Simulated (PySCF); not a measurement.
C₂F₅, SMILES C(F)([C](F)F)(F)F, multiplicity 2. Geometry: PBE0-D3(BJ)/def2-SVP.

Computed equilibrium geometry at PBE0-D3(BJ)/def2-SVP (PySCF confirms it by a frequency run) as bond lengths and angles, and its point group:
point group Cs.
Atoms: F1 C2 F3 C4 F5 F6 F7. Bond lengths (Å): F1–C2 1.311, C2–F3 1.311, C2–C4 1.511, C4–F5 1.335, C4–F6 1.325, C4–F7 1.325. Angles (°): F1–C2–F3 112.5, F1–C2–C4 114.4, F3–C2–C4 114.4, C2–C4–F5 111.6, C2–C4–F6 109.7, C2–C4–F7 109.7, F5–C4–F6 108.2, F5–C4–F7 108.2, F6–C4–F7 109.4.
Charge 0, spin multiplicity 2.
